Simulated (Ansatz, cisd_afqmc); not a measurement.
System: B, charge 0, doublet.

Total energies in cc-pVTZ-DK, 3 correlated electrons, 1 frozen orbitals. Radicals and triplets start from unrestricted determinants; spin-orbit coupling is neglected. The -DK rows use spin-free X2C. AFQMC/CISD: phaseless, guided by CISD from CCSD amplitudes; bars are statistical, one sigma. Outlying blocks are dropped, and bars are widened where a walk drifts. Over all cases where full CI ran beside it in this data, AFQMC minus full CI had a median of +0.1 mEh and passed +0.4 mEh in a tenth of the cases. Full CI freezes restricted core orbitals and the other rows unrestricted ones, which leaves a small offset even where coupled cluster is exact.

| method | program | energy (Eh) | error against FCI (mEh) |
|---|---|---|---|
| HF | Ansatz | -24.53880 | 66.42 |
| MP2 | Ansatz | -24.58289 | 22.33 |
| CCSD | Ansatz | -24.60352 | 1.71 |
| CCSD(T) | Ansatz | -24.60483 | 0.39 |
| CCSDT | Ansatz | -24.60525 | -0.03 |
| AFQMC/CISD | cisd_afqmc | -24.6051 ± 0.0001 | 0.1 ± 0.1 |
| FCI | Ansatz | -24.60522 | 0.00 |

Ansatz is a program for electronic structure.
